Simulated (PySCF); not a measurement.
**SMILES c1(F)ccoc1Br, C4H2BrFO**

Geometry:
```tsv
atom	x (Å)	y (Å)	z (Å)
F1	-1.641	1.549	-0.373
C2	-0.701	0.632	-0.158
C3	0.687	0.868	-0.009
C4	1.237	-0.361	0.190
O5	0.296	-1.320	0.174
C6	-0.886	-0.717	-0.038
Br7	-2.408	-1.789	-0.114
H8	1.179	1.816	-0.048
H9	2.249	-0.673	0.350
```

Computed with GIAO KT3/pcSseg-1 magnetisability, rotational g tensor and spin-rotation constants, non-relativistic, gas phase in PySCF. Geometry: GFN2-xTB.

The calculation is non-relativistic, which matters for the atoms heavier than Zn.

(1) Give the nuclear spin-rotation constants along the inertial axes (H = +C I·J) beside the isotropic shieldings.

(2) How do the rotational constants and the g tensor change when H8, H9 are replaced by deuterium?

Answers

(1) Rotational constants 3.4778, 1.2581, 0.9239 GHz. A star marks the isotopologue with that one atom substituted, in its own axes.
```csv
atom,isotope,Caa (kHz),Cbb (kHz),Ccc (kHz),mean (kHz),σ (ppm)
F1,19F,3.789,1.405,0.227,1.807,329.8
Br7,79Br,1.601,3.239,1.724,2.188,2057.5
H8,1H,0.272,-0.095,-0.109,0.023,25.3
H9,1H,-0.158,0.063,-0.099,-0.065,24.5
C2,13C*,1.282,0.534,0.233,0.683,32.3
C3,13C*,1.348,0.368,0.124,0.614,83.5
C4,13C*,1.355,0.463,0.184,0.667,50.6
O5,17O*,-1.222,-0.465,-0.113,-0.600,52.6
C6,13C*,1.326,0.337,0.221,0.628,67.0
```
For the geometry as given, no vibrational averaging.

(2) Constants 3.3586, 1.1982, 0.8831 GHz; g -0.0425, -0.0129, 0.0029, against -0.0439, -0.0135, 0.0031 before.
